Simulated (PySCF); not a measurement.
C2H6O2Te. Atoms are numbered in the order given.

```xyz
11

Te     0.0000     0.0000     0.6788
O     -1.3389     0.6600    -0.6321
C     -2.0908    -0.3041    -1.3308
H     -2.6887    -0.9461    -0.6586
H     -2.7802     0.2436    -1.9934
H     -1.4537    -0.9551    -1.9546
O      1.3389    -0.6600    -0.6321
C      2.0908     0.3041    -1.3308
H      2.6887     0.9461    -0.6586
H      2.7802    -0.2436    -1.9934
H      1.4537     0.9551    -1.9546
```

Geometry optimised at PBE0-D3(BJ)/def2-SVP. The def2 effective core potentials stand for the cores of Te; spin–orbit coupling is left out. The values are those of a single conformer.

All values below come from PBE/def2-TZVP in PySCF.

Gas-phase values at a fixed geometry.

Estimate the frontier levels, gap, dipole moment and polarisability. (An estimate is asked for; the answer gives what the named calculation found.)


| Item | Value |
|---|---|
| highest occupied level | -5.03 eV |
| lowest empty level | -2.54 eV |
| orbital gap | 2.49 eV |
| dipole moment | 0.01 D |
| quadrupole, principal values (traceless, Buckingham form, about the centre of nuclear charge) | -8.93, 4.20, 4.73 D·Å |
| mean static polarisability | 73.1 bohr³ (10.83 Å³) |
| polarisability, principal values | 55.9, 75.0, 88.4 bohr³ |
